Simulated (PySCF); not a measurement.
# How methods differ on the ionisation energy of Zn+

Zn+ [Ar] 3d10 4s1 (2S) → Zn(2+) [Ar] 3d10 (1S), as a difference of total energies. Computed with PySCF 2.14 in cc-pVDZ-PP with ECP10MDF, with a scalar-relativistic core potential. Correlated levels: valence: 3s2 3p6 frozen. The calculations carry no spin-orbit coupling.

**Question.** Order these methods by the ionisation energy they give, lowest first.
A. PBE
B. TPSS
C. SCS-MP2 (valence)
D. MP2 (valence)

**Answer.** C (17.266 eV), D (17.373 eV), B (18.146 eV), A (18.476 eV).

Errors of the correlated levels include the incompleteness of this basis and the frozen core.

For comparison: 17.964 eV (measured; NIST Atomic Spectra Database, ionization energies).
